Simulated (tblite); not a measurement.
Compound: C₆H₄FN₃.
SMILES: `Fc1cccc2cnnn12`

Computed with GFN2-xTB (tblite): harmonic, unscaled wavenumbers at the GFN2-xTB geometry, gas phase. This tight-binding method is rough: wavenumbers can miss measured ones by several per cent, in bad cases by 10 to 20.

Harmonic wavenumbers (cm⁻¹): 151.1, 200.2, 258.9, 269.0, 457.6, 486.5, 503.5, 557.3, 614.3, 669.8, 695.1, 699.2, 795.3, 807.3, 824.7, 870.3, 910.1, 942.9, 1059.9, 1085.5, 1108.0, 1158.4, 1167.4, 1230.6, 1281.9, 1297.0, 1341.7, 1346.6, 1438.6, 1511.9, 1534.3, 1628.0, 3110.6, 3122.0, 3133.6, 3199.5.

A = 2276, B = 1616, C = 945.1 MHz; mass 137.039 u (most abundant isotopes); point group Cs, symmetry number 1.

Task: Zero-point energy?

Result: Half the sum of the wavenumbers: 20734 cm⁻¹ = 59.28 kcal/mol.

Task: Give the ideal-gas entropy at 273.15 K and 1 bar in the rigid-rotor, harmonic-oscillator model (classical rotation).

Result: Translation 40.25, rotation 28.65, vibration 11.80: S = 80.7 cal/(mol K).

Task: And Cp and H(273.15 K) − H(0)?

Result: Cp = 27.10 cal/(mol K), of which vibrations give 19.16 (their classical limit is 36 R = 71.5); H(273.15 K) − H(0) = 4.25 kcal/mol without the zero-point energy, 2.08 from vibrations.

Task: What must be added to the electronic energy to get the Gibbs energy at 273.15 K and 1 bar?

Result: ZPE + [H(273.15 K) − H(0)] − T·S = 59.28 + 4.25 − 22.04 = 41.49 kcal/mol.

Task: How do the functions run with temperature in this model?

Result: 
| T (K) | S (cal/(mol K)) | Cp (cal/(mol K)) | H − H(0) (kcal/mol) | G − H(0) (kcal/mol) | ln q(vib) |
| --- | --- | --- | --- | --- | --- |
| 50 | 55.6 | 8.8 | 0.41 | -2.37 | 0.02 |
| 100 | 62.7 | 12.1 | 0.92 | -5.34 | 0.23 |
| 298.15 | 83.2 | 29.5 | 4.95 | -19.85 | 2.47 |
| 373.15 | 90.5 | 36.2 | 7.42 | -26.36 | 3.63 |
| 500 | 102.5 | 45.5 | 12.63 | -38.61 | 5.77 |
| 750 | 123.4 | 57.3 | 25.64 | -66.93 | 10.19 |
| 1000 | 140.9 | 64.0 | 40.89 | -100.03 | 14.48 |

q(vib) and H(0) count from the zero-point level.

Task: Which modes carry the vibrational entropy at 273.15 K?

Result: 151.1 cm⁻¹: 2.49; 200.2 cm⁻¹: 1.97; 258.9 cm⁻¹: 1.52; 269.0 cm⁻¹: 1.45; 457.6 cm⁻¹: 0.66; 486.5 cm⁻¹: 0.58 cal/(mol K); the other 30 give 3.12 together.

Hindered rotation and anharmonicity are outside this model.

Run on one thread, Arm Neoverse V2 (shared host). This covers the Hessian and the dipole derivatives.
